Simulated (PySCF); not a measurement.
# Peak assignment

Numbering as in the mapped SMILES `[F:1][C@H:2]1[CH2:3][C@@H:4]([SiH:5]([SiH3:6])[SiH3:7])[CH2:8]1`. Each H is labelled by its parent atom. Ha(C3), Ha(C8) are cis to F1 on the ring; Hb(C3), Hb(C8) are trans to F1 on the ring.

In vacuum, averaged over atoms made equivalent by symmetry, fast rotation or ring inversion, single conformer, no relativistic terms. NMR shieldings at PBE0/pcSseg-1/GIAO; geometry: GFN2-xTB; PySCF.

Shifts are taken against calculated references (same method and geometry level): 13C (σref 186.93) and 1H (σref 31.72) against TMS.

Question: Assign these signals to the numbered atoms. 13C{1H} NMR (computed): δ 88.4 (CH), 39.3 (CH2), 8.5 (CH).

Answer: 
88.4 → C2, sp3 CH bonded to F: deshielded by the electronegative neighbour
39.3 → C3/C8, sp3 CH2 in a ring: a saturated carbon with 2 carbon neighbours and no heteroatom attached
8.5 → C4, sp3 CH bonded to Si: an electropositive neighbour leaves it electron-rich and shielded

Question: Assign these signals to the numbered atoms. 1H NMR (400 MHz, computed): δ 5.20 (m, 1H), 3.86 (m, 1H), 3.47 (d, 6H), 2.66 (m, 2H), 2.19 (m, 2H), 1.15 (m, 1H).

Answer: 
```tsv
δ (ppm)	atoms	environment	reason
5.20	H(C2)	hydrogen on an sp3 CH bonded to F	its carbon carries F, an electronegative neighbour
3.86	H(Si5)	hydrogen on a silicon bonded to C, 2 Si	–
3.47	H(Si6)/H(Si7)	hydrogen on a silicon bonded to Si	–
2.66	Hb(C3)/Hb(C8)	hydrogen on an sp3 CH2 in a ring	–
2.19	Ha(C3)/Ha(C8)	hydrogen on an sp3 CH2 in a ring	–
1.15	H(C4)	hydrogen on an sp3 CH bonded to Si	–
```

Splittings by 19F in the carbon and heteronuclear signals aren't shown, as no couplings were computed. Shifts are as computed. Against solution values, carbons near 30 ppm lie about +3 ppm off and those near 130 ppm about +5 ppm. Of 1211 compounds with measured shifts, 218 miss one by over three times the rms of a fit or turn the order of signals round; such compounds aren't used in these exercises. Multiplicities follow the n + 1 count of equivalent neighbours, as no J values were calculated; m marks all less simple cases, F and P coupling included.
